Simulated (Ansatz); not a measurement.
Input file for C6H9OSc (`[CH3][Sc]1234([OH])[C@H]5[C@@H]1[C@@H]2[C@@H]3[C@H]54`):

```yaml
crystal:
  periodic: [false, false, false]
  atoms:
    - {symbol: C, position_ang: [0.498915, -2.377113, -0.382698]}
    - {symbol: Sc, position_ang: [0.775720, -0.191089, -0.388563]}
    - {symbol: O, position_ang: [2.401268, 0.312820, -1.149095]}
    - {symbol: C, position_ang: [-1.502434, 0.759919, -0.500232]}
    - {symbol: C, position_ang: [-0.610638, 1.847596, -0.358583]}
    - {symbol: C, position_ang: [-0.009353, 1.751624, 0.911443]}
    - {symbol: C, position_ang: [-0.530668, 0.605109, 1.553692]}
    - {symbol: C, position_ang: [-1.460821, -0.001504, 0.685635]}
    - {symbol: H, position_ang: [0.371962, -2.779655, 0.631268]}
    - {symbol: H, position_ang: [-0.392339, -2.688747, -0.943720]}
    - {symbol: H, position_ang: [1.359234, -2.889703, -0.829843]}
    - {symbol: H, position_ang: [3.191571, 0.702529, -1.510098]}
    - {symbol: H, position_ang: [-2.118352, 0.552235, -1.364770]}
    - {symbol: H, position_ang: [-0.414623, 2.612707, -1.096349]}
    - {symbol: H, position_ang: [0.727008, 2.431088, 1.316802]}
    - {symbol: H, position_ang: [-0.268094, 0.256952, 2.543479]}
    - {symbol: H, position_ang: [-2.018356, -0.904769, 0.881622]}
basis:
  gaussian: {orbitals: def2-SVP}
correlation: {method: ccsd_t}
```

```sh
$ ansatz run in.yaml --threads 2 --pin off --events-out ev --progress --plain --max-ram 20480MiB --backend cuda --devices 0, --max-vram 18GiB
```

The program prints (abridged):

```
Functional definition: HF
1817 factors; integrals over basis functions are off by at most 1.2e-3 eV
mean field evaluation 1: about -29022.0994 eV, gradient 5.7e1 eV
mean field evaluation 2: about -29022.1112 eV, gradient 5.7e1 eV
mean field evaluation 4: about -29029.9710 eV, gradient 5.4e0 eV
mean field evaluation 8: about -29030.0671 eV, gradient 3.7e-1 eV
mean field evaluation 16: about -29029.9604 eV, gradient 5.4e0 eV
mean field -29030.06847235 eV, -1066.8353390718 hartree, gradient 4.2e-6 eV, S^2 0.000000; 0 other end points of the search recorded, 0 dependent functions left out
12 core orbitals not correlated: weight in the atoms' cores, before any rotation towards them, 1.000 or more for the frozen orbitals, at most 0.000 for the correlated occupied ones
reference -29030.06847235 eV, -1066.8353390718 hartree; 25, 25 occupied and 137, 137 virtual orbitals, 1817 factors
second order -33.62402112 eV of doubles, -0.00000000 eV of singles
cycle   1  -34.11453037 eV  change   -4.9e-1 eV  update   1.4e-1
cycle   2  -34.91376975 eV  change   -8.0e-1 eV  update   4.7e-2
cycle   3  -35.15602162 eV  change   -2.4e-1 eV  update   2.5e-2
cycle   4  -35.16361298 eV  change   -7.6e-3 eV  update   6.8e-3
cycle   5  -35.15960951 eV  change    4.0e-3 eV  update   3.2e-3
cycle   6  -35.16016446 eV  change   -5.5e-4 eV  update   1.0e-3
cycle   7  -35.15961677 eV  change    5.5e-4 eV  update   4.6e-4
cycle   8  -35.15939676 eV  change    2.2e-4 eV  update   1.8e-4
cycle   9  -35.15947617 eV  change   -7.9e-5 eV  update   1.1e-4
cycle  10  -35.15946436 eV  change    1.2e-5 eV  update   4.9e-5
perturbative correction -1.31100240 eV, -0.0481784495 hartree
Total energy: -29066.53893912 eV, -1068.1756040048 hartree
```

Run time 2.4 s (2 threads of an AMD EPYC 7R13 on a shared host and a share of an NVIDIA H100 80 GB); peak host memory 0.93 GiB.

MP2 recovers 92.2 % of the CCSD(T) correlation energy and the triples give 3.6 %; T1 = 0.0119.
